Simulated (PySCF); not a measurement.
# N (nitrogen, neutral) across methods

[He] 2s1 2p4, high-spin 4P determinant (an excited configuration). Calculation: PySCF 2.14, in x2c-QZVPPall with one added diffuse shell each of s, p, d, f type (8s5p4d3f1g, 73 functions); scalar relativity by spin-free X2C-1e.

```csv
method,E (hartree),mean ε 2s α (eV),mean ε 2p α (eV),mean ε 2p β (eV),Σ⟨r²⟩ (bohr²),⟨S²⟩
UHF,-54.03335,-33.272,-16.964,-8.196,13.56,3.808
r2SCAN,-54.2334,-22.354,-9.696,-5.319,13.34,3.771
PBE,-54.1834,-20.722,-9.009,-5.275,13.51,3.761
wB97X-V,-54.2117,-26.402,-13.417,-9.006,13.39,3.764
LDA,-53.7767,-20.519,-9.151,-5.144,13.63,3.765
M06-2X,-54.2084,-25.926,-12.589,-7.653,13.33,3.768
B3LYP,-54.2457,-23.043,-10.513,-6.468,13.38,3.763
TPSSh,-54.2489,-22.500,-9.916,-5.819,13.30,3.762
PBE0,-54.1852,-23.864,-10.997,-6.397,13.32,3.765
```
